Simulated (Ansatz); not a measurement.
`[OH][Mo]([F])([F])([F])=[S]` and `[F][Mo]([F])([F])(=[S])[Cl]` differ in one atom or group.

Ansatz, PBE0-D4/def2-TZVP geometries, multiplicity 1. Each molecule was computed in one conformer, which needn't be the lowest.

Elements past krypton have def2 core potentials.

| property | `[OH][Mo]([F])([F])([F])=[S]` |
| --- | --- |
| HOMO–LUMO gap (ωB97M-V/def2-TZVPP) / eV | 9.55 |
| size of the dipole moment (B3LYP/def2-TZVPP) / D | 2.24 |
| HOMO–LUMO gap (PBE/def2-TZVPP) / eV | 3.12 |
| HOMO energy (PBE/def2-TZVPP) / eV | -7.67 |
| HOMO energy (PBE0/def2-TZVPP) / eV | -9.04 |
| LUMO energy (B3LYP/def2-TZVPP) / eV | -4.08 |

Problem. What does the change do to each property? (Best estimate.)

Solution. Computed: 
| property | `[F][Mo]([F])([F])(=[S])[Cl]` | shift |
| --- | --- | --- |
| HOMO–LUMO gap (ωB97M-V/def2-TZVPP) / eV | 8.96 | -0.59 |
| size of the dipole moment (B3LYP/def2-TZVPP) / D | 1.69 | -0.55 |
| HOMO–LUMO gap (PBE/def2-TZVPP) / eV | 2.70 | -0.42 |
| HOMO energy (PBE/def2-TZVPP) / eV | -8.02 | -0.35 |
| HOMO energy (PBE0/def2-TZVPP) / eV | -9.34 | -0.30 |
| LUMO energy (B3LYP/def2-TZVPP) / eV | -4.85 | -0.77 |

With PBE0 the HOMO falls by 0.30 eV and the LUMO falls by 0.80 eV, so the gap narrows by about 0.50 eV. PBE moves the HOMO by -0.35 eV and ωB97M-V by -0.24 eV. The zero-point energy changes by -30.7 kJ/mol with -3 modes. Dipoles are sizes alone; their direction can turn.

B3LYP here is the variant with VWN-RPA as its local correlation; programs differ in this.
